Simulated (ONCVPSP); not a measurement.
**iridium (Ir): one change to an ONCV potential, before and after**

iridium, optimised norm-conserving Vanderbilt (ONCV), made with ONCVPSP 4.0.1 (LDA (Perdew-Zunger), scalar-relativistic). Core [Kr] 4d10 4f14, reference 5s2 5p6 5d7 6s2. Waves: 5s+6s: rc 1.25 bohr, ncon 3, nbas 8, qcut 7.9 1/bohr, 2 projectors; 5p: rc 1.70 bohr, ncon 4, nbas 8, qcut 8.6 1/bohr, 3 projectors, debl 2.6 Ha; 5d: rc 1.25 bohr, ncon 4, nbas 8, qcut 6.4 1/bohr, local. Local part: the d channel. Core correction: Teter function, fcfact 2, rcfact 1.3.

Change: s: qcut 6.3.

Cutoffs: the cutoffs (Ha) at which the residual kinetic energy of the hardest occupied pseudo-wave falls to 1 and 0.1 mHa per electron; they do not see the model core or the augmentation charge, which bear on the density cutoff. Errors are all-electron minus pseudo energies relative to the spin-unpolarised reference configuration.

Predict the effect on cutoff, ghosts and configuration errors.

The potential gets harder (27 Ha and 41 Ha → 70 Ha and 165 Ha); of the 4 tests that both files solve, the error grows in 4 and shrinks in 0 by more than 15 % and 0.3 meV (median size 6.8 → 9.8 meV); neither file shows a bound ghost.

```csv
quantity,base,changed
"cutoff, loose",27 Ha,70 Ha
"cutoff, tight",41 Ha,165 Ha
loose cutoff by channel,"s 27 Ha, p 21 Ha, d 17 Ha","s 70 Ha, p 21 Ha, d 17 Ha"
bound ghosts,none,none
GHOST(+) flags under 300 eV,none,none
"error for 5s2 5p6 5d7 6s1, meV [ΔE 10.18 eV]",-3.3,-4.0
"error for 5s2 5p6 5d7 6s0, meV [ΔE 28.03 eV]",-9.3,-13
"error for 5s2 5p6 5d6 6s0, meV [ΔE 58.88 eV]",-12,-15
"error for 5s2 5p6 5d7 6s0 6p1, meV [ΔE 16.76 eV]",-4.4,-6.9
s: phases at 1.27 bohr within 0.05 rad from the reference energy up to (Ha; the scan ends near 5),to the end of the scan,4.3
p: phases at 1.73 bohr within 0.05 rad from the reference energy up to (Ha; the scan ends near 5),to the end of the scan,to the end of the scan
d: phases at 1.27 bohr within 0.05 rad from the reference energy up to (Ha; the scan ends near 5),to the end of the scan,to the end of the scan
"rms error of d²Exc/dni dnj with the model core, mHa",3.74,3.41
```
